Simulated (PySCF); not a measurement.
**Which setting was changed?**

PySCF (NMR shieldings with GIAOs, density fitting), isolated neutral molecules in closed-shell states, PBE0-D3(BJ)/def2-TZVP geometries kept fixed through all settings. Starting from wB97X-D/pcSseg-2, one thing was changed at a time: the functional to KT3, the functional to PBE0, the functional to B97-2.

Changes against wB97X-D/pcSseg-2 in 4 molecules:

```csv
molecule,changed to,HOMO energy (eV),mean 15N shielding (ppm),mean 1H shielding (ppm),mean 13C shielding (ppm)
[C-]#[N+]CC,KT3,+3.41,+12.8,-0.11,+3.2
[C-]#[N+]CC,PBE0,+2.04,+1.6,-0.13,-0.1
[C-]#[N+]CC,B97-2,+2.31,+5.6,-0.03,+0.5
C1=NCC1,KT3,+3.27,+25.9,-0.16,+1.2
C1=NCC1,PBE0,+1.92,-0.9,-0.18,-0.3
C1=NCC1,B97-2,+2.20,+7.8,-0.06,+0.5
N#CSc1ccoc1,KT3,+2.82,+20.5,+0.09,+10.2
N#CSc1ccoc1,PBE0,+1.77,-0.7,-0.09,+1.5
N#CSc1ccoc1,B97-2,+2.02,+6.6,+0.05,+3.5
N#CCC(F)(F)F,KT3,+3.32,+24.0,-0.15,+2.6
N#CCC(F)(F)F,PBE0,+1.92,+0.5,-0.15,+0.5
N#CCC(F)(F)F,B97-2,+2.21,+7.1,-0.04,+1.2
```

For `N#CSc1ccco1` the wB97X-D/pcSseg-2 run gave HOMO energy -9.28 eV, mean 15N shielding -66.9 ppm, mean 1H shielding 24.37 ppm, mean 13C shielding 49.5 ppm. The changed runs lost their labels:

```json
{"run": "A", "HOMO energy (eV)": "-7.50", "mean 15N shielding (ppm)": "-66.4", "mean 1H shielding (ppm)": "24.26", "mean 13C shielding (ppm)": "51.2"}
{"run": "B", "HOMO energy (eV)": "-7.25", "mean 15N shielding (ppm)": "-59.4", "mean 1H shielding (ppm)": "24.41", "mean 13C shielding (ppm)": "53.2"}
{"run": "C", "HOMO energy (eV)": "-6.44", "mean 15N shielding (ppm)": "-43.4", "mean 1H shielding (ppm)": "24.49", "mean 13C shielding (ppm)": "60.0"}
```

Q: Which run belongs to which change?

A: A: PBE0; B: B97-2; C: KT3.

```tsv
run	change of HOMO energy (eV), here / mean of the others	change of mean 15N shielding (ppm), here / mean of the others	change of mean 1H shielding (ppm), here / mean of the others	change of mean 13C shielding (ppm), here / mean of the others	next best match
A	+1.78 / +1.91	+0.5 / +0.1	-0.11 / -0.14	+1.7 / +0.4	B97-2
B	+2.03 / +2.19	+7.5 / +6.8	+0.04 / -0.02	+3.7 / +1.4	PBE0
C	+2.84 / +3.21	+23.5 / +20.8	+0.12 / -0.08	+10.5 / +4.3	B97-2
```

Each run is given to the change whose mean effect on the other molecules lies nearest, every quantity measured in units of its scatter between molecules.

Q: Would one quantity have been enough? Give each run to the change with the nearest mean effect on that quantity alone.

A: mean 15N shielding: 3 of 3 runs rightly; HOMO energy: 2 of 3 runs rightly; mean 1H shielding: 2 of 3 runs rightly; mean 13C shielding: 1 of 3 runs rightly.

Only sets that this rule tells apart clearly are shown.
